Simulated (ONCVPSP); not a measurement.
# Transferability test, ONCV potential for Zr (Z = 40)

ONCVPSP 4.0.1 input, shortened (lines: element, Z, core and valence counts, functional; n l f; lmax; l rc ep ncon nbas qcut; lloc lpopt rc5 dvloc0; l nproj debl; icmod fcfact rcfact), PBEsol, scalar-relativistic:

```
  Zr 40.00    6    5  -116133      upf
    1    0    2.00
    2    0    2.00
    2    1    6.00
    3    0    2.00
    3    1    6.00
    3    2   10.00
    4    0    2.00
    4    1    6.00
    4    2    2.00
    5    0    1.50
    5    1    0.50
    2
    0    2.30    0.00    4    7    5.90
    1    1.95    0.00    4    8    6.20
    2    1.95    0.00    3    7    5.80
    2    5    1.95    0.00
    0    2    2.20
    1    2    0.60
    2    0    2.20
    3    4.75    1.05
```

Energies are relative to the spin-unpolarised reference configuration 4s2 4p6 4d2 5s1.5 5p0.5; without spin polarisation the order of configurations can differ from experiment. Not all tests gave a result: 1 of 4 tests not solved or not reliable.

```tsv
valence configuration	charge	ΔE all-electron (eV)	error AE − PS (meV)
4s2 4p6 4d2 5s2 5p0	0	-1.521	0.0
4s2 4p6 4d2 5s1 5p0	+1	5.650	-1.3
4s2 4p6 4d2 5s0 5p0	+2	18.560	-7.6
```
